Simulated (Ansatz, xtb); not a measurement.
# CAlOSe: where a starting geometry ends

The starting geometry of this gas-phase doublet was built from a drawn formula by distance geometry and a force field; its bonds are those of `O=[C]1[Al][Se]1`.

```yaml
atoms:
  - { symbol: C, position_ang: [-0.8023, -1.0650, -0.4931] }
  - { symbol: Al, position_ang: [-0.0815, 0.7094, -1.2838] }
  - { symbol: O, position_ang: [-0.9928, -2.2216, -0.6643] }
  - { symbol: Se, position_ang: [-0.8455, 0.4641, 0.6957] }
```

Q: Where would you expect an optimisation with r2SCAN-D4/def2-SVP to take it?

A: A bond breaks, giving a structure given below by its coordinates. Contacts that open: C1–Se4 (1.94 → 2.76 Å).

The energy falls by 0.99 eV over 11 steps:

| step | E − E(last) (eV) |
| --- | --- |
| 1 | 0.995 |
| 2 | 0.309 |
| 3 | 0.246 |
| 4 | 0.222 |
| 5 | 0.134 |
| 7 | 0.008 |
| 8 | 0.005 |
| 9 | 0.001 |
| 10 | 0.000 |
| 11 | 0.000 |

Final geometry (Å):

| atom | x (Å) | y (Å) | z (Å) |
| --- | --- | --- | --- |
| C | -0.7033 | -1.2624 | -0.8724 |
| Al | -0.1247 | 0.6590 | -1.1653 |
| O | -1.0493 | -2.3301 | -0.6409 |
| Se | -0.8448 | 0.8204 | 0.9330 |

From the same start GFN2-xTB reaches the same bonding as this run.

No frequencies were run, so the end isn't proven a minimum. Open shells are spin-unrestricted. Run with Ansatz 0.2.0, 39 s on 2 threads of Intel(R) Xeon(R) Processor @ 2.70GHz, with other jobs on the host.
